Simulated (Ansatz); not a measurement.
Basis sets compared for BiH2(SiH3) (SiBiH5). The state is a singlet with charge 0. Geometry PBE-D4/def2-TZVP. Ansatz on 4 threads of Arm Neoverse N1 on a shared host; times are rough, and most runs start from earlier orbitals.

```
atom   x (Å)   y (Å)   z (Å)
 Bi1  -1.343   0.788   0.906
  H2  -1.710  -0.938   1.294
  H3  -0.083   0.808   2.201
 Si4   0.520  -0.054  -0.835
  H5   1.413  -1.101  -0.253
  H6   1.358   1.110  -1.265
  H7  -0.156  -0.613  -2.048
```

In the def2 sets Bi takes a core potential; there is no spin–orbit coupling.

Binding counts from free atoms (Bi quartet, H doublet, Si triplet) in the same basis, without a counterpoise term.

```json
{"level": "PBE-D4/def2-SVP", "functions": "69", "energy (Eh)": "-506.8787", "HOMO (eV)": "-6.33", "LUMO (eV)": "-1.11", "binding per atom (eV)": "2.45", "wall time": "0.7 s"}
{"level": "PBE-D4/def2-TZVP", "functions": "117", "energy (Eh)": "-506.9923", "HOMO (eV)": "-6.37", "LUMO (eV)": "-1.32", "binding per atom (eV)": "2.47", "wall time": "0.95 s"}
{"level": "r2SCAN-D4/def2-TZVP", "functions": "117", "energy (Eh)": "-507.1911", "HOMO (eV)": "-6.59", "LUMO (eV)": "-1.04", "binding per atom (eV)": "2.46", "wall time": "2.4 s"}
{"level": "PBE0-D4/def2-SVP", "functions": "69", "energy (Eh)": "-506.8881", "HOMO (eV)": "-7.30", "LUMO (eV)": "-0.39", "binding per atom (eV)": "2.41", "wall time": "1 s"}
{"level": "PBE0-D4/def2-TZVP (with forces)", "functions": "117", "energy (Eh)": "-506.9989", "HOMO (eV)": "-7.30", "LUMO (eV)": "-0.61", "binding per atom (eV)": "2.44", "wall time": "2.5 s"}
```

(1) Estimate the rows for PBE-D4/def2-TZVPD, r2SCAN-D4/def2-TZVPD, PBE0-D4/def2-TZVPD.

Answers

(1) 
```json
{"level": "PBE-D4/def2-TZVPD", "functions": "144", "energy (Eh)": "-506.9927", "HOMO (eV)": "-6.37", "LUMO (eV)": "-1.39", "binding per atom (eV)": "2.47", "wall time": "1.5 s"}
{"level": "r2SCAN-D4/def2-TZVPD", "functions": "144", "energy (Eh)": "-507.1915", "HOMO (eV)": "-6.59", "LUMO (eV)": "-1.07", "binding per atom (eV)": "2.46", "wall time": "3.2 s"}
{"level": "PBE0-D4/def2-TZVPD", "functions": "144", "energy (Eh)": "-506.9992", "HOMO (eV)": "-7.30", "LUMO (eV)": "-0.70", "binding per atom (eV)": "2.44", "wall time": "1.8 s"}
```
